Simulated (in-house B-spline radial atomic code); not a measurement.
Results of a calculation; reference values are marked as such.
# Making a Troullier-Martins s channel for Mo, r_c = 2.62 bohr

Mo, [Kr] 4d5 5s1, non-relativistic LDA (VWN5), spherical and spin-unpolarised, from an all-electron radial atomic-structure program (B-spline basis) (atomic units). The all-electron 5s level is ε = -0.147880 hartree, its outermost node lies just inside 1.40 bohr and its outer maximum at 3.02 bohr.

Inside r_c the pseudo-orbital is u(r) = r^1 exp(p(r)), with p = c0 + c2 r² + c4 r⁴ + … + c12 r¹². The seven coefficients follow from p and its first four derivatives at r_c, from zero curvature of the screened potential at the origin, c4 = −c2²/(2l + 5), and from the norm inside r_c. At r_c the all-electron orbital has P = 0.5563251, P' = 0.1252151, the screened potential V = -0.4941011, V' = 0.4410079, V'' = -0.6201277, and the norm inside is Q = 0.2202323.

**Question.** What are p, p' and p'' at r_c?

**Answer.** p = ln(P/r_c^1) = ln(0.5563251/2.62) = -1.54958. p' = P'/P − 1/r_c = 0.22508 − 0.38168 = -0.15660. The radial equation gives p'' = 2(V − ε) − 2(1) p'/r_c − p'² = -0.69244 − (-0.11955) − 0.02452 = -0.59742. Differentiating, p''' = 2V' + 2(1)p'/r_c² − 2(1)p''/r_c − 2p'p'' = 1.1053, and p'''' = 2V'' − 4(1)p'/r_c³ + 4(1)p''/r_c² − 2(1)p'''/r_c − 2p''² − 2p'p''' = -2.7649.

For a trial c2 the five matching conditions are linear in c0, c6, c8, c10 and c12, and c2 is varied until the norm inside r_c equals Q. The root nearest zero gives:

```
 n            c_n
 0      -2.490163
 2      0.3430045
 4    -0.02353042
 6    -0.00227881
 8  -3.701596e-06
10   4.847216e-05
12  -2.854548e-06
```

**Question.** Check c4 and p(r_c), and find the screened pseudopotential at the origin.

**Answer.** −c2²/5 = -0.0235304, as listed. The terms c_n r_c^n are -2.49016, 2.35452, -1.10875, -0.73708, -0.00822, 0.73876, -0.29864, which sum to -1.54958. Inverting the radial equation, V_l(r) = ε + 1 p'/r + (p'' + p'²)/2, so V_l(0) = ε + (2l + 3) c2 = -0.14788 + 3 × (0.343004) = 0.8811 hartree, finite where the all-electron potential diverges.

Orbitals and screened potentials:

```tsv
r (bohr)	P	u	V all-electron	V pseudo
0.262	0.1282	0.02223	-67.97	0.8806
0.655	-0.1629	0.06262	-12.63	0.8602
1.048	-0.2192	0.1227	-4.663	0.7447
1.441	0.04677	0.2159	-2.171	0.4261
1.834	0.3058	0.3442	-1.184	-0.09695
2.227	0.4731	0.475	-0.7297	-0.5223
2.62	0.5563	0.5563	-0.4941	-0.4941
```

Logarithmic derivatives P'/P at R = 2.92 bohr, for energies E around ε:

```tsv
E − ε (hartree)	all-electron	pseudo
-0.5	0.760513	0.750055
-0.25	0.45116	0.447212
-0.1	0.223634	0.222779
0	0.0463382	0.0463377
0.1	-0.158944	-0.160335
0.25	-0.542447	-0.556071
0.5	-1.57234	-1.72225
```

**Question.** With P(R) = 0.5782966 and a norm of 0.3176354 inside R, what slope in energy does norm conservation fix?

**Answer.** d(P'/P)/dE = −2 × (norm inside R)/P(R)² = -1.8996 per hartree·bohr at E = ε, for both atoms, since orbital and norm agree at R. Differences over ±0.1 hartree give -1.9129 (all-electron) and -1.9156 (pseudo), which also hold third-order terms. Half a hartree below ε the two curves differ by -0.0105.
